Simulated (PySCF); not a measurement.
W: ionisation energy

W [Xe] 4f14 5d4 6s2 (5D) → W+ [Xe] 4f14 5d4 6s1 (6D), as a difference of total energies. Computed with PySCF 2.14 in def2-TZVPPD with the def2 core potential (60 electrons) (6s5p3d2f1g, 59 functions), with scalar relativity through the core potential. Correlated levels: valence: 5s2 5p6 frozen; valence and next inner shell: nothing frozen outside the core potential. The calculations carry no spin-orbit coupling.

```csv
method,ionisation energy (eV),error (eV)
UHF,5.871,-1.954
LDA,7.901,+0.076
PBE,7.483,-0.342
PBE0,7.277,-0.548
r2SCAN,7.061,-0.764
TPSSh,7.289,-0.536
B97-3,7.842,+0.017
LC-wPBE,7.048,-0.777
wB97X,8.158,+0.333
MP2 (valence),7.130,-0.695
SCS-MP2 (valence),7.384,-0.441
MP2 (valence and next inner shell),7.395,-0.430
SCS-MP2 (valence and next inner shell),7.520,-0.305
```

Reference: 7.825 eV (measured; NIST levels, between the centres of gravity of the two terms).

Errors of the correlated levels include the incompleteness of this basis and the frozen core.

MP2 underrates the near-degeneracy of ns² with np² in the lower species.
